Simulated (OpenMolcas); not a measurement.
## Zr III: CASPT2 settings compared

```
Program             : OpenMolcas 26.06
Basis               : ANO-RCC-VQZP [8s7p5d3f2g1h]
Scalar Hamiltonian  : DKH4, point nucleus
Active space        : 2 electrons in 5 orbitals (4d)
State averaging     : 2S+1 = 3 even, 10 roots; 2S+1 = 1 even, 14 roots kept (CI in the orbitals of an earlier block)
Spin-orbit coupling : state interaction with AMFI integrals over the reference wave functions, term energies averaged over their components
```

Methods on the same reference wave functions:
A. CASSCF
B. SS-CASPT2, IPEA 0.1 Eh, imaginary shift 0.25 Eh (closed shells correlated: 4s 4p)
C. SS-CASPT2, IPEA 0.35 Eh, sigma1 regulariser 0.15 Eh (closed shells correlated: 3d 4s 4p)
D. XMS-CASPT2, IPEA 0.5 Eh, sigma1 regulariser 0.15 Eh (closed shells correlated: none)

Energies in cm-1 above 4d2 3F2, the measured ground level; measured values from Moore, Atomic Energy Levels, vol. II, NSRDS-NBS 35 (1971 reprint of NBS Circular 467, 1952); NIST levels as listed in Rynkun, Gaigalas and Jonsson, Astron. Astrophys. 637, A10 (2020).

| Level | A | B | C | D | Measured |
| --- | --- | --- | --- | --- | --- |
| 4d2 3F2 | 0.0 | 0.0 | 0.0 | 0.0 | 0.0 |
| 4d2 3F3 | 675 | 698 | 712 | 705 | 681 |
| 4d2 3F4 | 1500 | 1519 | 1532 | 1527 | 1486 |
| 4d2 1D2 | 9177 | 6130 | 5180 | 5610 | 5742 |
| 4d2 3P0 | 10287 | 8300 | 8700 | 8750 | 8062 |
| 4d2 3P1 | 10496 | 8510 | 8910 | 8960 | 8326 |
| 4d2 3P2 | 11128 | 9060 | 9420 | 9480 | 8838 |
| 4d2 1G4 | 13940 | 10940 | 10900 | 11800 | 11049 |

Deviations, from unrounded energies. A percentage is the sum of absolute deviations over the sum of measured energies, with the sign that they share, or ± where signs differ.

```
                        Against measurement  Levels      A     B     C     D
             mean absolute deviation (cm-1)       7   1900   170   370   420
      fine structure of the ground term (%)       2   ±0.9  +2.3  +3.5  +3.0
other terms of the ground configuration (%)       5  +31.0  ±2.7  ±6.0  ±6.8
```

B lies closest to measurement on these levels and A furthest from it. The largest miss of B in the table is 4d2 1D2, by +390 cm-1. The ranking rests on the paired levels alone, and a cruder setting can come out closer through cancelling errors.

Among B to D the level of the table that moves most is 4d2 1D2, by 960 cm-1 (lowest in C, highest in B). Moves below CASPT2's spread within the term are not significant.

The mean deviations of B to D differ by less than CASPT2's widest spread within a term (620 cm-1), so their order carries little weight.

From A to B the spin-free energies of the other terms of 4d2 shown, above 3F, scale by factors of 0.62 to 0.80.

The lowest spin-free term lies below A's lowest term by 0.286 hartree in B, 0.372 hartree in C, 0.006 hartree in D.

CASPT2 breaks the degeneracy within a term, and the mean is taken; among the terms shown or strongly mixed into the levels shown the widest spread is 620 cm-1 (4d2 3F, B). Levels of configurations with an s electron are missing; early in the row they begin among the upper levels of the d shell and mix with terms of their name. Terms from blocks run as CI alone lack orbitals of their own. Without dynamic correlation excited terms often stand tens of per cent too high (terms of higher spin than the ground term too low), and those without a measured partner can miss by more than the paired ones (holds for A). Some levels mix across a computed gap that differs much from the measured one, so their mixing is not that of the real levels (holds for A). Measured partners are found by configuration, term and J. A level has none where our copy of the source lacks it or the pairing is in doubt (some pairs that miss far off the trend of their configuration count as doubtful), and it then counts in no deviation. Only configurations of the active space appear.
